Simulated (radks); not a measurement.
Task: All-electron atom: the aluminium ion Al4+ in [He] 2s2 2p5 (the NIST ground configuration). All-electron calculation, scalar-relativistic Kohn-Sham, PBE, spin-polarised, spherical densities, point nucleus; open shells are filled with parallel spins first. Program: a radial shooting solver on a logarithmic mesh with Libxc functionals. Some entries of the table are withheld. Estimate them.

| orbital | occ. | eigenvalue (eV) | <r^2> (bohr^2) |
|---|---|---|---|
| 1s up | 1 | -1591.261 | 0.01945 |
| 1s down | 1 | -1589.811 | 0.01941 |
| 2s up | 1 | (1) | 0.4313 |
| 2s down | 1 | (2) | 0.4363 |
| 2p up | 3 | (3) | 0.3971 |
| 2p down | 2 | (4) | 0.4049 |

Result: 
(1) 2s up eigenvalue (eV): -177.6782
(2) 2s down eigenvalue (eV): -174.7443
(3) 2p up eigenvalue (eV): -140.1701
(4) 2p down eigenvalue (eV): -136.9613
